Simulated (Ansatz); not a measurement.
Ansatz (an electronic-structure program) input (CCSD(T)/6-31G):

Ansatz 0.2 input:
```yaml
crystal:
  periodic: [false, false, false]
  atoms:
    - {symbol: B, position_ang: [-0.01740047, 0.05001778, -0.00019811]}
    - {symbol: C, position_ang: [1.53677170, -0.23653702, -0.00330876]}
    - {symbol: C, position_ang: [-1.05816218, -1.13922958, 0.00875798]}
    - {symbol: N, position_ang: [-0.47750970, 1.37260517, -0.00543670]}
    - {symbol: H, position_ang: [1.82210434, -0.82992170, 0.87133875]}
    - {symbol: H, position_ang: [1.81701068, -0.83860540, -0.87365821]}
    - {symbol: H, position_ang: [2.15701438, 0.66337081, -0.00959750]}
    - {symbol: H, position_ang: [-2.10302693, -0.81855813, 0.01021218]}
    - {symbol: H, position_ang: [-0.91145416, -1.78774902, -0.86097053]}
    - {symbol: H, position_ang: [-0.90636050, -1.77906532, 0.88402643]}
    - {symbol: H, position_ang: [0.13676918, 2.17011492, -0.01119846]}
    - {symbol: H, position_ang: [-1.45414384, 1.61668835, -0.00380053]}
basis:
  gaussian:
    orbitals: 6-31G
magnetization: {spin_polarized: false}
correlation: {method: ccsd_t, electrons: outside_noble_gas}
```

End of the output:

```
mean field -4341.21152195 eV, -159.5365808529 hartree, gradient 1.3e-6 eV, S^2 0.000000; 0 other end points of the search recorded, 0 dependent functions left out
4 core orbitals not correlated
reference -4341.21152195 eV, -159.5365808529 hartree; 12, 12 occupied and 36, 36 virtual orbitals, 768 factors
second order -9.33958121 eV of doubles, -0.00000000 eV of singles
coupled cluster: 0.11 GiB planned
cycle   1  -10.10312242 eV  change   -7.6e-1 eV  update   7.9e-2
cycle   2  -10.48766801 eV  change   -3.8e-1 eV  update   2.7e-2
cycle   3  -10.55963228 eV  change   -7.2e-2 eV  update   1.1e-2
cycle   4  -10.55878656 eV  change    8.5e-4 eV  update   3.4e-3
cycle   5  -10.55816876 eV  change    6.2e-4 eV  update   1.1e-3
cycle   6  -10.55778021 eV  change    3.9e-4 eV  update   2.9e-4
cycle   7  -10.55765617 eV  change    1.2e-4 eV  update   8.3e-5
cycle   8  -10.55764306 eV  change    1.3e-5 eV  update   2.4e-5
perturbative correction -0.23075724 eV, -0.0084801720 hartree
Total energy: -4351.99992225 eV, -159.9330472511 hartree
```
